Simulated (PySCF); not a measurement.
BaCl2, SMILES [Cl][Ba][Cl].

The structure is a stationary point at B3LYP-D3(BJ)/def2-TZVP. The isomer is the one that the SMILES or the coordinates give; other isomers of the formula were not compared. The def2 effective core potentials stand for the cores of Ba; spin–orbit coupling is left out.

Two levels are set side by side: PBE/def2-TZVPD (PySCF) and r2SCAN/def2-TZVPD (PySCF). Same geometry, gas phase. Differences are taken from unrounded values.

```
quantity                       PBE
---------------------------  -----
orbital gap (eV)              3.83
highest occupied level (eV)  -6.29
lowest empty level (eV)      -2.46
dipole moment (D)             7.02
mean polarisability (bohr³)   74.2
```

These are the PBE values. What does r2SCAN give? (An estimate is asked for; the answer gives what the named calculation found.)


| quantity | r2SCAN | PBE minus r2SCAN |
|---|---|---|
| orbital gap (eV) | 4.77 | -0.94 |
| highest occupied level (eV) | -6.56 | 0.27 |
| lowest empty level (eV) | -1.79 | -0.67 |
| dipole moment (D) | 7.27 | -0.24 |
| mean polarisability (bohr³) | 69.7 | 4.5 |

Rough cost on one machine, each run with all the roots and properties that it gave: r2SCAN against PBE about 3 times.
